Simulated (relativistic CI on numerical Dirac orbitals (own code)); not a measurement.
Crystal-field levels of Ir3+, 5d6

Calculated by Dirac-Coulomb-Breit CI, orbitals from a KLI potential per configuration, QED by a radiative potential, valence Slater integrals scaled by 0.85, one configuration in a parametric crystal field (own radial code).

Field parameters in Wybourne normalisation: Oh B⁴₀ = 21Dq, B⁴₄ = √(5/14) B⁴₀. The field is a parameter set, without covalency.

S is read from ⟨S²⟩ = S(S + 1).

Site symmetry Oh; labels are those of the double group. Computed levels in cm⁻¹ above the lowest, in rising order:

| Δ (size of 10Dq) | Lowest | No. 2 | No. 3 | No. 4 | No. 5 | No. 6 | No. 7 | No. 8 |
| --- | --- | --- | --- | --- | --- | --- | --- | --- |
| 7000 | T2 | 66 E | 211 A1 | 469 T1 | 3895 T2 | 4686 T1 | 8710 E | 9232 A1 |
| 12600 | A1 | 2480 E | 3177 T1 | 3274 T2 | 5782 T2 | 7570 T1 | 8507 A1 | 11562 E |
| 18250 | A1 | 7811 E | 8867 T1 | 9287 T2 | 12064 T2 | 13503 A1 | 14138 T1 | 16623 E |
| 23850 | A1 | 13452 E | 14722 T2 | 14844 T1 | 19517 A1 | 20522 T1 | 20847 T2 | 22643 E |
| 29450 | A1 | 18994 E | 20075 T2 | 20608 T1 | 25159 A1 | 26156 T1 | 28107 E | 28890 T2 |
| 35050 | A1 | 24503 E | 25468 T2 | 26250 T1 | 30583 A1 | 31640 T1 | 33498 E | 34847 T2 |
| 40650 | A1 | 30016 E | 30905 T2 | 31842 T1 | 35962 A1 | 37113 T1 | 38924 E | 40359 T2 |

Ground-state S against |10Dq| in cm⁻¹: 7000: 1.90, 12600: 1.04, 18250: 0.55, 23850: 0.34, 29450: 0.23, 35050: 0.17, 40650: 0.13.

The spin changes between |10Dq| = 7000 and 12600 cm⁻¹.
